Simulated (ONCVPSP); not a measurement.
PBE ONCV dataset for Zn, fully relativistic all-electron reference.

| Quantity | Value |
| --- | --- |
| Element | Zn |
| Generator | ONCVPSP 4.0.1 |
| Type | optimised norm-conserving Vanderbilt (ONCV) |
| Functional | PBE |
| Relativity | fully relativistic |
| Frozen core | [Ne] |
| Valence charge | 20 |
| Reference configuration | 3s2 3p6 3d10 4s2 |
| Partial waves | 3s+4s: rc 1.30 bohr, ncon 4, nbas 8, qcut 10.6 1/bohr, 3 projectors, debl 0.7 Ha; 3p: rc 0.85 bohr, ncon 3, nbas 8, qcut 19.8 1/bohr, 2 projectors, debl 0.3 Ha; 3d: rc 0.85 bohr, ncon 3, nbas 7, qcut 21.9 1/bohr, 2 projectors, debl 2.3 Ha |
| Local potential | polynomial inside 0.85 bohr (lpopt 2, dvloc0 0 Ha) |
| Core correction | Teter function, fcfact 1.75, rcfact 1.7 |

Open shells are filled in proportion to 2j + 1.

In the p channel the program set the typed energies aside and used -3.027, 0.250 Ha (j = l + 1/2; the other j can differ).

Problem. Does the generator finish with these settings?

Solution. Yes, a potential is produced and its reference levels are reproduced.

Problem. Estimate the cutoffs (Ha) at which the residual kinetic energy of the hardest occupied pseudo-wave falls to 1 and 0.1 mHa per electron.

Solution. 150 Ha and 173 Ha.

Problem. What does a ghost test show?

Solution. No bound ghost flagged; no localised positive-energy state flagged.

Problem. Which valence shell sets the plane-wave cutoff?

Solution. 3d: 150 Ha for 1 mHa per electron, against 105 Ha for 3p.

Problem. Tests: 3s2 3p6 3d10 4s1; 3s2 3p6 3d10 4s0; 3s2 3p6 3d9 4s0; 3s2 3p6 3d9 4s2 4p1. Which has the largest error in its energy relative to the reference configuration, and how large is it?

Solution. 3s2 3p6 3d9 4s2 4p1, with +4.1 meV (all-electron minus pseudo) on +12.24 eV.
